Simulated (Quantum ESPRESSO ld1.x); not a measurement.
Values are calculated unless marked as measured or tabulated.
The iodine ion I3+, configuration [Kr] 4d10 5s2 5p2. Level of theory: Dirac Kohn-Sham, exchange-only PBE, spin-unpolarised, spherical densities, point nucleus; open shells fill j = l - 1/2 first (ld1.x of Quantum ESPRESSO 7.5).

Radial electron density D(r) = 4 pi r^2 rho(r):

```
   r/bohr * D(r) (the largest magnitude, 88.8, reaches the edge; | marks zero)
 0.002211 |    *
 0.002925 |      *
 0.003902 |          *
 0.005163 |               *
 0.006831 |                      *
 0.009038 |                             *
  0.01205 |                                     *
  0.01595 |                                         *
   0.0211 |                                          *
  0.02815 |                                       *
  0.03724 |                                     *
  0.04928 |                                        *
  0.06572 |                                                  *
  0.08696 |                                                      *
   0.1151 |                                               *
   0.1522 |                                      *
   0.2031 |                                          *
   0.2687 |                                            *
   0.3555 |                            *
   0.4741 |               *
   0.6273 |                *
     0.83 |               *
    1.107 |       *
    1.465 |   *
    1.938 | *
    2.564 |*
     3.42 *
    4.525 *
    5.988 *
```

D(r) has 4 maxima, at r = 0.0192, 0.0842, 0.242, 0.696 bohr, and minima at 0.0375, 0.160, 0.510 bohr, inside which lie 2.04, 11.21, 28.95 electrons.
